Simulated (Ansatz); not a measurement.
CH4ClFOSn can be A, `O[CH2][SnH]([F])[Cl]`, or B, `C[O][SnH]([F])[Cl]`.

Gas-phase electronic energies from Ansatz, PBE0-D4/def2-TZVP geometries. CBS: MP2 limit from def2 TZ/QZ plus the TZ coupled-cluster correction, frozen cores. DFT in def2-TZVPP. B3LYP here is the variant with VWN-RPA as its local correlation; programs differ in this. def2 core potentials past Kr. For Sn outer-core shells are correlated without core-valence functions, which leaves a few kJ/mol of doubt a bond. Each species was taken in one conformer, which may not be the lowest.

(1) Which isomer does CCSD(T)/CBS put lower? Give the gap. (Best estimate.)

(2) Give E(B) − E(A) in kJ/mol with HF/def2-TZVPP, CCSD/def2-TZVPP, r2SCAN-D4, B3LYP, ωB97M-V, B3LYP-D4, PBE0-D4. (An estimate is asked.)

Largest T1 diagnostic: 0.014.

## Answers

(1) The calculation gave: B, by 48.6 kJ/mol.

(2) Ansatz gave: HF/def2-TZVPP -53.9, CCSD/def2-TZVPP -45.6, r2SCAN-D4 -49.1, B3LYP -45.9, ωB97M-V -44.1, B3LYP-D4 -47.1, PBE0-D4 -39.9. None reverses the order clearly.

In def2-TZVPP, CCSD(T) changes the Hartree–Fock value by +7.3 kJ/mol (the triples alone add −1.0 kJ/mol) and MP2 by +6.5 kJ/mol.
